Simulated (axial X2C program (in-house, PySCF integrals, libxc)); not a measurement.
Nuclear properties of SnO⁺

Computed with an in-house all-electron X2C program for linear molecules (integrals from PySCF): two-component X2C with atomic mean-field Coulomb and Gaunt terms, Gaussian nuclei, basis Sn dyall-cv3z, O dyall-av3z with contracted cores.

R = 1.978 Å (near the PBE0 minimum at charge 1 of the determinant lowest at the starting distance; the state shown can have its own minimum elsewhere).

Input and command:
```json
{"zs": [50, 8], "q": 1, "bas": ["dyall-cv3z", "dyall-av3z"], "r0": 1.87, "levels": ["PBE0", "HF", "TPSSh", "PBE", "BHandHLYP"], "nst": 3}
```
```bash
python soeom.py task.json out
```

Keys: zs atomic numbers; q charge; bas basis sets; r0 starting distance in Å; levels methods; nst determinants followed.

Determinant lowest in the PBE0 search, Ω = 3/2 (⟨Sz⟩ = 0.50, ⟨Lz⟩ = 1.00 at PBE0), spin on the atoms Sn -0.03, O 0.53:

```json
{"level": "PBE0", "Eeff magnitude (GV/cm)": "0.0865", "Ws magnitude Sn (kHz)": "0.0304", "A∥/gI Sn (MHz)": "99", "qzz Sn (a.u.)": "-6.92", "A∥/gI O (MHz)": "189", "qzz O (a.u.)": "-0.97"}
{"level": "HF", "Eeff magnitude (GV/cm)": "0.469", "Ws magnitude Sn (kHz)": "0.195", "A∥/gI Sn (MHz)": "65.8", "qzz Sn (a.u.)": "-7.60", "A∥/gI O (MHz)": "217", "qzz O (a.u.)": "-0.78"}
{"level": "TPSSh", "Eeff magnitude (GV/cm)": "0.124", "Ws magnitude Sn (kHz)": "0.0473", "A∥/gI Sn (MHz)": "126", "qzz Sn (a.u.)": "-6.61", "A∥/gI O (MHz)": "173", "qzz O (a.u.)": "-1.08"}
{"level": "PBE", "Eeff magnitude (GV/cm)": "0.0868", "Ws magnitude Sn (kHz)": "0.0258", "A∥/gI Sn (MHz)": "120", "qzz Sn (a.u.)": "-6.50", "A∥/gI O (MHz)": "180", "qzz O (a.u.)": "-1.09"}
{"level": "BHandHLYP", "Eeff magnitude (GV/cm)": "0.13", "Ws magnitude Sn (kHz)": "0.0508", "A∥/gI Sn (MHz)": "79.7", "qzz Sn (a.u.)": "-7.12", "A∥/gI O (MHz)": "204", "qzz O (a.u.)": "-0.94"}
```

Eeff is the effective electric field on the electron electric dipole moment in this Ω state and Ws the scalar–pseudoscalar constant of the nucleus named (defined with the proton number Z and per Ω); A∥ (defined per Ω) follows by multiplying with gI = μI/(I μN); qzz is the electric field gradient, eQq0 = 234.96 MHz × Q/barn × qzz. The operators were transformed with the bare-nucleus X2C matrices; with these basis sets, hyperfine constants and field gradients can be off by tens of per cent, and where levels differ in sign neither size nor sign is settled.

Question: With gI(119Sn) = -2.0946, gI(17O) = -0.7575, Q(17O) = -0.02558 barn (g factors from the IAEA table of nuclear moments by Stone; Q from Pyykkö, Mol. Phys. 2018), turn the PBE0 values of the first state into constants in MHz.

Answer: A∥(119Sn) = 99 × -2.0946 = -207 MHz; A∥(17O) = 189 × -0.7575 = -143 MHz; eQq0(17O) = 234.96 × (-0.02558) × (-0.97) = 5.83 MHz.

Each state is one determinant with collinear spin. Unrestricted Hartree–Fock can overshoot spin polarisation at the nuclei. Where Eeff spreads by more than a factor of two the levels disagree and none is to be relied on. The search compared states at one distance, so a state with another bond length can lie lower. Further determinants of the search, some of them spin-mixed, are not shown.
